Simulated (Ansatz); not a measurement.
Z-matrix (Å, degrees):
```
Si
N 1 1.757
C 1 1.862 2 111.4
H 1 1.485 2 109.3 3 -122.5
H 1 1.490 2 107.7 3 120.2
B 2 1.405 1 115.6 3 76.7
Si 2 1.769 1 120.6 3 -101.6
H 3 1.093 1 110.4 2 -60.4
H 3 1.093 1 110.8 2 59.5
H 3 1.093 1 110.8 2 179.7
H 6 1.198 2 121.5 1 -178.4
H 6 1.205 2 119.3 1 1.4
C 7 1.864 2 110.5 1 169.9
C 7 1.872 2 107.9 1 50.1
C 7 1.868 2 108.7 1 -69.3
H 13 1.092 7 112.0 2 63.2
H 13 1.092 7 111.8 2 -58.0
H 13 1.094 7 109.0 2 -177.4
H 14 1.093 7 111.9 2 -60.0
H 14 1.094 7 110.4 2 -179.7
H 14 1.093 7 111.0 2 60.9
H 15 1.093 7 111.5 2 58.7
H 15 1.094 7 110.8 2 178.8
H 15 1.093 7 110.7 2 -61.5
```

The species carries charge 0 and has multiplicity 1.

**Question.** List the PBE/def2-TZVPP orbital energies in eV (the Gaussian-basis code of Ansatz). (Estimate.)

**Answer.** The calculation gave: Occupied: -1779.62, -1779.41, -380.08, -268.55, -268.40, -268.33, -268.33, -176.61, -137.33, -137.09, -94.08, -94.05, -94.03, -93.86, -93.81, -93.80, -20.89, -17.66, -17.28, -16.82, -16.78, -12.94, -12.63, -10.82, -10.52, -10.11, -10.09, -9.99, -9.97, -9.63, -9.55, -9.30, -9.08, -8.83, -8.51, -7.75, -7.54, -7.25, -6.95, -6.64. Lowest empty: -1.24, 0.05, 0.15, 0.55, 1.04, 1.12, 1.23, 1.38.
